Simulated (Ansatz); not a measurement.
`C[B](C)[AlH2]` + CH₃NH₂ → `CNB(C)C` + `[AlH3]`  (cleavage of the B–Al bond)

Program: Ansatz. Geometries: PBE0-D4/def2-TZVP. ΔE: electronic, gas phase. CBS: MP2 limit from def2 TZ/QZ plus the TZ coupled-cluster correction, frozen cores. This one scheme is used for every species. Functionals use def2-TZVPP. One conformer a species, not always the lowest.

**Question.** Is it downhill or uphill in electronic energy at CCSD(T)/CBS, and by how much? (Estimate.)

**Answer.** Computed: Downhill: ΔE = -177.0 kJ/mol.

**Question.** What do these levels give: LDA (SPW92), BLYP-D4, B97M-V, PBE0-D4, BHLYP-D4, CAM-B3LYP-D4, ωB97X-V, ωB97M-V, B2PLYP, revPBE, CCSD/def2-TZVPP, MP2/def2-QZVPP? (An estimate is asked.)

**Answer.** Ansatz gave: LDA (SPW92) -184.0, BLYP-D4 -177.2, B97M-V -185.7, PBE0-D4 -171.0, BHLYP-D4 -181.8, CAM-B3LYP-D4 -185.0, ωB97X-V -176.1, ωB97M-V -181.2, B2PLYP -180.2, revPBE -157.6, CCSD/def2-TZVPP -178.8, MP2/def2-QZVPP -185.5 kJ/mol.

Largest T1 diagnostic among the species: 0.011.

The D4 term adds −4.2 kJ/mol with B3LYP and −2.4 kJ/mol with PBE0; it sums over pairs of atoms, weighted by their polarisabilities, and B3LYP, whose exchange is more repulsive, gets the larger term. From PBE to PBE0 (25 % exact exchange), in def2-TZVPP and without D4, ΔE moves by −3.5 kJ/mol.

B3LYP here is the variant with VWN-RPA as its local correlation; programs differ in this.
